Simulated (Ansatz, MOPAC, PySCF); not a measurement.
Spectroscopic constants of OH-, closed-shell singlet (the spin of the measured ground state).

Seven points along R, fitted to fifth degree in 1/R; most abundant isotopes. In def2 and cc sets the state is the lowest found near the PBE0 minimum, followed along R. The singlet is held restricted. HF and MP2 rows in def2 and cc sets belong to the determinant that coupled cluster picked by its CCSD energy.

Run with Ansatz (an electronic-structure program) with Gaussian orbitals; MOPAC for PM3 (differences of heats of formation); PySCF for 6-31G* rows. Each number belongs to the level named beside it.

```tsv
level	r_e (Å)	ω_e (cm⁻¹)	α_e (cm⁻¹)	B_e (cm⁻¹)
PM3	0.941	3915	0.40	20.1
HF/6-31G*	0.962	3739	0.86	19.2
HF/aug-cc-pVQZ	0.942	4069	0.74	20.0
HF/def2-QZVPP	0.942	4053	0.76	20.0
SVWN5/def2-TZVPP	0.976	3632	0.76	18.7
r2SCAN/def2-TZVPP	0.968	3680	0.79	19.0
B3LYP/6-31G*	0.987	3416	0.86	18.2
B3LYP/def2-TZVPP	0.968	3668	0.80	19.0
CAM-B3LYP/def2-TZVPP	0.965	3727	0.78	19.1
wB97X-V/def2-TZVPP	0.966	3738	0.77	19.1
B2PLYP/def2-TZVPP	0.966	3698	0.79	19.0
MP2/6-31G*	0.981	3580	0.79	18.5
MP2/def2-TZVPP	0.964	3774	0.74	19.1
MP2/aug-cc-pVQZ	0.965	3814	0.68	19.1
MP2/aug-cc-pV5Z	0.964	3818	0.68	19.1
MP2/CBS(aug-cc-pVQZ, aug-cc-pV5Z)	0.964	3821	0.68	19.1
SCS-MP2/aug-cc-pVTZ	0.967	3774	0.70	19.0
SCS-MP2/def2-TZVPP	0.965	3740	0.77	19.1
SCS-MP2/aug-cc-pVQZ	0.965	3796	0.71	19.1
SCS-MP2/def2-QZVPP	0.962	3799	0.74	19.2
CCSD/aug-cc-pVTZ	0.964	3774	0.76	19.1
CCSD/aug-cc-pVQZ	0.961	3799	0.77	19.2
CCSD/def2-QZVPP	0.959	3805	0.79	19.3
CCSD/aug-cc-pV5Z	0.961	3803	0.77	19.3
CCSD(T)/aug-cc-pVTZ	0.968	3724	0.77	19.0
CCSD(T)/aug-cc-pVQZ	0.965	3746	0.77	19.1
CCSD(T)/def2-QZVPP	0.963	3760	0.80	19.2
CCSD(T)/aug-cc-pV5Z	0.965	3749	0.77	19.1
CCSD(T)/CBS(def2-TZVPP, def2-QZVPP)	0.963	3753	0.80	19.2
CCSD(T)/CBS(aug-cc-pVQZ, aug-cc-pV5Z)	0.964	3751	0.77	19.1
```

Correlated levels freeze the cores. CBS: X⁻³ extrapolation of the correlation energy, Hartree–Fock from the larger set. Rows in 6-31G* carry no dispersion term and start afresh at each structure (6-31G* with six Cartesian d functions). MP2/6-31G* freezes PySCF's default core. The state that PM3 reach isn't checked.
